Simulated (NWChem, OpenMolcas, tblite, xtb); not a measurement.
How methods differ on RuO4 (ruthenium tetroxide)

The species is RuO4 (5 atoms), meant as a singlet with charge 0. As SMILES, `[O]=[Ru](=[O])(=[O])=[O]`. The coordinates come from a PBE0-D4/def2-TZVP relaxation.

```xyz
5

O    -0.8399   -0.2867    1.4064
Ru    0.0000    0.0000    0.0000
O     1.3992   -0.8988   -0.0031
O    -0.9384   -0.4307   -1.3037
O     0.3791    1.6162   -0.0996
```

Quantity: the vertical ionisation energy (to the doublet cation), in eV. The values are calculated.

```json
{"level": "GFN1-xTB", "kind": "semi-empirical", "program": "tblite", "value (eV)": "19.80", "CPU time (all runs)": "under 2 s"}
{"level": "GFN2-xTB", "kind": "semi-empirical", "program": "xtb", "value (eV)": "18.70", "CPU time (all runs)": "under 2 s"}
{"level": "IPEA1-xTB", "kind": "semi-empirical", "program": "tblite", "value (eV)": "18.04", "CPU time (all runs)": "under 2 s"}
{"level": "HF/def2-SVP (core potential)", "kind": "Hartree–Fock", "program": "OpenMolcas", "value (eV)": "8.55", "CPU time (all runs)": "52 s"}
{"level": "SVWN5/def2-SVP (core potential)", "kind": "LDA", "program": "OpenMolcas", "value (eV)": "12.70", "CPU time (all runs)": "4.8 min"}
{"level": "revPBE/def2-SVP (core potential)", "kind": "GGA", "program": "OpenMolcas", "value (eV)": "12.29", "CPU time (all runs)": "4.7 min"}
{"level": "B3LYP/def2-SVP (core potential)", "kind": "global hybrid", "program": "OpenMolcas", "value (eV)": "12.61", "CPU time (all runs)": "2.2 min"}
{"level": "BHLYP/def2-SVP (core potential)", "kind": "global hybrid", "program": "OpenMolcas", "value (eV)": "12.21", "CPU time (all runs)": "2.4 min"}
{"level": "M06-2X/def2-SVP (core potential)", "kind": "hybrid meta-GGA", "program": "OpenMolcas", "value (eV)": "12.64", "CPU time (all runs)": "4.3 min"}
{"level": "PBE0/def2-SVP (core potential)", "kind": "global hybrid", "program": "NWChem", "value (eV)": "12.59", "CPU time (all runs)": "2.2 min"}
```

Spin-orbit coupling, which can split open shells on such heavy atoms by tenths of an eV, is left out. The values span 8.55 to 19.80 eV. The xTB values lack the empirical shift that such differences need. Spin contamination of the reference (⟨S²⟩ at least 0.1 too high) touches HF/def2-SVP, B3LYP/def2-SVP, BHLYP/def2-SVP, M06-2X/def2-SVP, PBE0/def2-SVP. Times are those of the runs behind each value, whatever else they computed, on shared processors of several kinds: orders of magnitude only.
